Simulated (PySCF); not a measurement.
Mg (SMILES [Mg]), singlet. Base run: PBE0/def2-TZVP (PySCF).

Input for PySCF:
```python
from pyscf import gto, scf, dft

mol = gto.Mole()
mol.atom = '''
    Mg    0.00000000    0.00000000    0.00000000
'''
mol.basis = 'def2-tzvp'
mol.verbose = 4
mol.build()

mf = dft.RKS(mol)
mf.xc = 'pbe0'
mf.kernel()
```

The base run was repeated with changes; each row names its change, and settings that it needs were set with it.

```csv
change,basis functions,E (Eh),HOMO (eV),HOMO-LUMO gap (eV)
base,32,-199.96080,-5.43,4.75
basis = x2c-SVPall; relativity = spin-free X2C,18,-200.19492,-5.42,4.71
basis = cc-pVDZ-DK; relativity = none,18,-199.91397,-5.44,4.67
basis = cc-pVDZ-DK; relativity = spin-free X2C; nucleus = Gaussian (with mol.nucmod = 'G'),18,-200.27035,-5.45,4.69
basis = x2c-SVPall; relativity = none,18,-199.86844,-5.41,4.70
basis = jorge-DZP-DKH; relativity = none,24,-199.92720,-5.41,4.65
basis = jorge-DZP-DKH; relativity = spin-free X2C; nucleus = Gaussian (with mol.nucmod = 'G'),24,-200.27044,-5.42,4.67
basis = x2c-SVPall; relativity = spin-free X2C; nucleus = Gaussian (with mol.nucmod = 'G'),18,-200.19483,-5.42,4.71
basis = cc-pVDZ-DK; relativity = spin-free X2C,18,-200.27044,-5.45,4.69
basis = jorge-DZP-DKH; relativity = spin-free X2C,24,-200.27053,-5.42,4.67
```

Total energies compare only within one method and basis.

Basis sets contracted for a relativistic Hamiltonian are a mismatch without it, so the rows without relativity aren't non-relativistic limits. No row has spin-orbit coupling; sets with core potentials leave out the core electrons.
